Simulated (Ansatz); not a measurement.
Reaction (redistribution): `[SiH3][O][GaH2]` + `C[C@H]1N[Si@H]1C` → `C[Si@H]1N[C@@H]1[GaH2]` + `CO[SiH3]`

Program: Ansatz. Geometries: PBE0-D4/def2-TZVP. ΔE: electronic, gas phase. CCSD(T)/CBS adds triple-zeta CCSD(T) − MP2 to the extrapolated MP2 energy (def2 sets, frozen cores). Functionals use def2-TZVPP. For Ga outer-core shells are correlated without core-valence functions, which leaves a few kJ/mol of doubt a bond. Scalar relativity is left out up to krypton.

```json
{"species": "`[SiH3][O][GaH2]`", "B2PLYP energy (Eh)": "-2292.13369"}
{"species": "`C[C@H]1N[Si@H]1C`", "B2PLYP energy (Eh)": "-463.75974"}
{"species": "`C[Si@H]1N[C@@H]1[GaH2]`", "B2PLYP energy (Eh)": "-2349.53838"}
{"species": "`CO[SiH3]`", "B2PLYP energy (Eh)": "-406.29710"}
```

**Question.** Work out ΔE.

**Answer.** ΔE = (-2349.53838) + (-406.29710) − (-2292.13369) − (-463.75974) = 0.05795 Eh = +36.4 kcal/mol. CCSD(T)/CBS gives +35.2 kcal/mol.

Largest T1 diagnostic among the species: 0.014.

In def2-TZVPP, CCSD(T) changes the Hartree–Fock value by −2.3 kcal/mol (the triples alone add −0.4 kcal/mol) and MP2 by −1.3 kcal/mol. From PBE to PBE0 (25 % exact exchange), in def2-TZVPP and without D4, ΔE moves by +1.1 kcal/mol.
